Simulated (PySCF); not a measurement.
# Correlation energy of F- (fluorine, charge -1)

[Ne], closed-shell 1S. Calculation: PySCF 2.14, in def2-QZVPPD (8s5p4d2f1g, 66 functions); no relativity, point nucleus. Frozen: nothing; 10 electrons correlated.

MP2 pair energies summed by pair of shells (mhartree):

```tsv
pair	energy	share (%)
2p-2p	-217.81	64.7
2s-2p	-82.69	24.5
1s-1s	-14.02	4.2
2s-2s	-11.13	3.3
1s-2p	-8.79	2.6
1s-2s	-2.47	0.7
```

Total MP2 correlation energy: -336.90 mhartree.

Same-spin part -84.50 and opposite-spin part -252.40 mhartree; SCS-MP2 scales them by 1/3 and 6/5 to -331.05 mhartree.

This basis was not built for core-valence correlation, so the inner-shell part is incomplete.
